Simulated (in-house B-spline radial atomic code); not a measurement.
# One electron outside the [Ar] 3d10 core: Tc14+

Computed with an all-electron radial atomic-structure program (B-spline basis), no-pair Dirac-Coulomb Hamiltonian, finite nucleus. Rungs: frozen-core Dirac-Hartree-Fock (DHF); Brueckner orbitals from the second-order correlation potential; the same with the Coulomb interaction screened by the core and the hole-particle interaction summed; Breit and QED terms from differences of relaxed Dirac-Fock atoms, where computed. Partial waves beyond l = 6 are extrapolated. The tables show a selection of states; those near core-excited levels, with erratic corrections or far from their DHF start are never shown.

Command:
```bash
python run_mb.py task.json out
```
Settings (nuclear radius in fm, box in bohr, cutoff in hartree):
```
basis_form          2
Z                   43
core_configuration  [Ar] 3d10
rms_radius          4.41117
mass_number         97
speed_of_light      137.036
box_radius          14.08
lmax                6
intervals           63
virtual_cutoff      3698.0
```

Cost of the run: 2.2 min on 1 thread of Arm Neoverse N1 (shared host).

Removal energies (eV):

| state | DHF | second order | screened | Breit + QED | final |
| --- | --- | --- | --- | --- | --- |
| 4s1/2 | 337.372 | 338.904 | 338.796 | -0.231 | 338.564 |
| 4p1/2 | 306.22 | 307.663 | 307.568 | -0.194 | 307.374 |
| 4p3/2 | 301.64 | 303.009 | 302.921 | -0.128 | 302.794 |
| 4d3/2 | 251.028 | 252.257 | 252.188 | -0.0526 | 252.135 |
| 4d5/2 | 250.228 | ? | ? | ? | ? |
| 4f5/2 | 199.625 | 200.601 | 200.576 | - | - |
| 4f7/2 | 199.596 | 200.564 | 200.539 | - | - |
| 5s1/2 | 188.22 | 188.871 | 188.804 | -0.0949 | 188.709 |
| 5p1/2 | 174.567 | 175.197 | 175.135 | -0.0824 | 175.052 |
| 5p3/2 | 172.621 | 173.228 | 173.169 | -0.0543 | 173.115 |
| 5d3/2 | 150.315 | ? | ? | ? | ? |
| 5d5/2 | 149.95 | 150.522 | 150.471 | -0.0109 | 150.46 |

What does correlation do to 5d3/2?

It adds 0.5794 eV to the removal energy in second order and 0.5274 eV with screening; Breit and QED add -0.0247 eV, for a final 150.817 eV.

What does correlation do to 4d5/2?

It adds 1.213 eV to the removal energy in second order and 1.144 eV with screening; Breit and QED add -0.0237 eV, for a final 251.349 eV.

How does the lowest state compare with the NIST ionisation energy?

4s1/2 is bound by 338.6 eV, without recoil; NIST lists 338.55 ± 0.17 eV (semi-empirical), a difference of +0.014 eV.

Electric-dipole lines from 4s1/2 (reduced matrix elements in atomic units, length form, static core polarisation, sign of DHF taken positive):

```json
{"upper": "4p1/2", "DHF": "0.7689", "+ core polarisation": "0.7286", "+ Brueckner": "0.7258", "λ (nm)": "39.751", "A (s⁻¹)": "8.5e+09"}
{"upper": "4p3/2", "DHF": "1.093", "+ core polarisation": "1.037", "+ Brueckner": "1.033", "λ (nm)": "34.661", "A (s⁻¹)": "1.3e+10"}
```

Magnetic hyperfine constants per unit nuclear g factor (MHz, nucleus as a uniformly magnetised ball; they apply to isotopes with nuclear spin):

| state | DHF | + core polarisation | + Brueckner |
| --- | --- | --- | --- |
| 4s1/2 | 101200 | 107900 | 109700 |
| 4p1/2 | 28710 | 30730 | 31310 |
| 4p3/2 | 4858 | 5136 | 5234 |
| 5s1/2 | 41770 | 44260 | 44730 |
| 5p1/2 | 12230 | 13020 | 13170 |
| 5p3/2 | 2084 | 2170 | 2196 |
